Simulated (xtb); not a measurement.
xtb input (GFN2-xTB):

```bash
xtb mol.xyz --gfn 2 --ohess tight --chrg 0 --uhf 0
```
mol.xyz:
```
2

Sn     0.90527618    -0.00387545    -0.01797603
O     -0.88595702    -0.03029404    -0.01995822
```

Output:

```
           -------------------------------------------------
          |                Calculation Setup                |
           -------------------------------------------------

           -------------------------------------------------
          |                 G F N 2 - x T B                 |
           -------------------------------------------------

        Reference                      10.1021/acs.jctc.8b01176
      * Hamiltonian:
        H0-scaling (s, p, d)           1.850000    2.230000    2.230000
        zeta-weighting                 0.500000
      * Dispersion:
        s8                             2.700000
        a1                             0.520000
        a2                             5.000000
        s9                             5.000000
      * Repulsion:
        kExp                           1.500000    1.000000
        rExp                           1.000000
      * Coulomb:
        alpha                          2.000000
        third order                    shell-resolved
        anisotropic                    true
        a3                             3.000000
        a5                             4.000000
        cn-shift                       1.200000
        cn-exp                         4.000000
        max-rad                        5.000000

          ...................................................
          :                      SETUP                      :
          :.................................................:
          :  # basis functions                  14          :
          :  # atomic orbitals                  13          :
          :  # shells                            5          :
          :  # electrons                        10          :
          :  max. iterations                   250          :
          :  Hamiltonian                  GFN2-xTB          :
          :  restarted?                      false          :
          :  GBSA solvation                  false          :
          :  PC potential                    false          :
          :  electronic temp.          300.0000000     K    :
          :  accuracy                    1.0000000          :
          :  -> integral cutoff          0.2500000E+02      :
          :  -> integral neglect         0.1000000E-07      :
          :  -> SCF convergence          0.1000000E-05 Eh   :
          :  -> wf. convergence          0.1000000E-03 e    :
          :  Broyden damping             0.4000000          :
          :  net charge                          0          :
          :  unpaired electrons                  0          :
          ...................................................

 iter      E             dE          RMSdq      gap      omega  full diag
   1     -5.5963280 -0.559633E+01  0.698E+01    2.30       0.0  T
   2     -5.7677780 -0.171450E+00  0.209E+01    7.82       1.0  T
   3     -6.1649408 -0.397163E+00  0.336E+01    3.49       1.0  T
   4     -3.4890515  0.267589E+01  0.563E+01    1.13       1.0  T
   5     -6.1832207 -0.269417E+01  0.678E+00    4.35       1.0  T
   6     -6.1706151  0.126056E-01  0.427E+00    4.56       1.0  T
[...]
largest (>0.10) Wiberg bond orders for each atom

 ---------------------------------------------------------------------------
     #   Z sym  total        # sym  WBO       # sym  WBO       # sym  WBO
 ---------------------------------------------------------------------------
     1  50 Sn   2.402 --     2 O    2.402
     2   8 O    2.402 --     1 Sn   2.402
 ---------------------------------------------------------------------------

Topologies differ in total number of bonds
Writing topology from bond orders to xtbtopo.mol

molecular dipole:
                 x           y           z       tot (Debye)
 q only:        1.426       0.021       0.002
   full:        2.579       0.038       0.003       6.555
molecular quadrupole (traceless):
                xx          xy          yy          xz          yz          zz
 q only:        0.053      -0.068      -0.027      -0.077      -0.001      -0.025
  q+dip:        3.354      -0.052      -1.678      -0.133      -0.002      -1.676
   full:       -2.708      -0.186       1.352      -0.143      -0.002       1.356
Molecule has the following symmetry elements: (Cinf) (sigma)
It seems to be the Cinfv point group

           -------------------------------------------------
          |                Geometry Summary                 |
           -------------------------------------------------

      molecular mass/u    :      134.7095175
   center of mass at/Å    :        0.6972354      -0.0069475      -0.0182087
  moments of inertia/u·Å² :       -0.9487201E-15   0.4587274E+02   0.4587274E+02
rotational constants/cm⁻¹ :       -0.1776881E+17   0.3674870E+00   0.3674870E+00

           -------------------------------------------------
          |               Frequency Printout                |
           -------------------------------------------------
 vibrational frequencies (cm⁻¹)
eigval :        0.00     0.00     0.00     0.00     0.00   705.83
 reduced masses (amu)
   1:106.51   2:106.51   3:106.51   4: 28.20   5: 28.20   6: 28.20
 IR intensities (km·mol⁻¹)
   1:  0.00   2:  0.00   3:  0.00   4: 39.58   5: 39.58   6:187.26
 Raman intensities (Ä⁴*amu⁻¹)
   1:  0.00   2:  0.00   3:  0.00   4:  0.00   5:  0.00   6:  0.00
 output can be read by thermo (or use thermo option).
 writing <g98.out> molden fake output.
 recommended (thermochemical) frequency scaling factor: 1.0
           -------------------------------------------------
          |             Thermodynamic Functions             |
           -------------------------------------------------

cin symmetry found (for desy threshold:  0.10E+00) used in thermo

          ...................................................
          :                      SETUP                      :
          :.................................................:
          :  # frequencies                           1      :
          :  # imaginary freq.                       0      :
          :  linear?                              true      :
          :  only rotor calc.                    false      :
          :  symmetry                              cin      :
          :  rotational number                       1      :
          :  scaling factor                  1.0000000      :
          :  rotor cutoff                   50.0000000 cm⁻¹ :
          :  imag. cutoff                  -20.0000000 cm⁻¹ :
          :.................................................:

    mode    ω/cm⁻¹     T·S(HO)/kcal·mol⁻¹    T·S(FR)/kcal·mol⁻¹   T·S(vib)
   ------------------------------------------------------------------------
   ------------------------------------------------------------------------

   temp. (K)  partition function   enthalpy   heat capacity  entropy
                                   cal/mol     cal/K/mol   cal/K/mol   J/K/mol
 298.15  VIB   1.03                   69.237      0.818      0.299
         ROT   564.                  592.502      1.987     14.576
         INT   583.                  661.738      2.805     14.876
         TR   0.151E+28             1481.254      4.968     40.588
         TOT                        2142.9924     7.7735    55.4633   232.0583

       T/K    H(0)-H(T)+PV         H(T)/Eh          T*S/Eh         G(T)/Eh
   ------------------------------------------------------------------------
    298.15    0.341508E-02    0.502308E-02    0.263524E-01   -0.213293E-01
   ------------------------------------------------------------------------

         :::::::::::::::::::::::::::::::::::::::::::::::::::::
         ::                  THERMODYNAMIC                  ::
         :::::::::::::::::::::::::::::::::::::::::::::::::::::
         :: total free energy          -6.204556115978 Eh   ::
         ::.................................................::
         :: total energy               -6.183226805997 Eh   ::
         :: zero point energy           0.001608005524 Eh   ::
         :: G(RRHO) w/o ZPVE           -0.022937315504 Eh   ::
         :: G(RRHO) contrib.           -0.021329309980 Eh   ::
         :::::::::::::::::::::::::::::::::::::::::::::::::::::

optimized geometry written to: xtbopt.xyz

           -------------------------------------------------
          | TOTAL ENERGY               -6.183226805997 Eh   |
Note: The following floating-point exceptions are signalling: IEEE_DENORMAL
normal termination of xtb
          | TOTAL ENTHALPY             -6.178203724715 Eh   |
          | TOTAL FREE ENERGY          -6.204556115978 Eh   |
          | GRADIENT NORM               0.000043318487 Eh/α |
          | HOMO-LUMO GAP               4.000867630115 eV   |
           -------------------------------------------------

------------------------------------------------------------------------
------------------------------------------------------------------------
 total:
 SCF:
 ANC optimizer:
 analytical hessian:
```
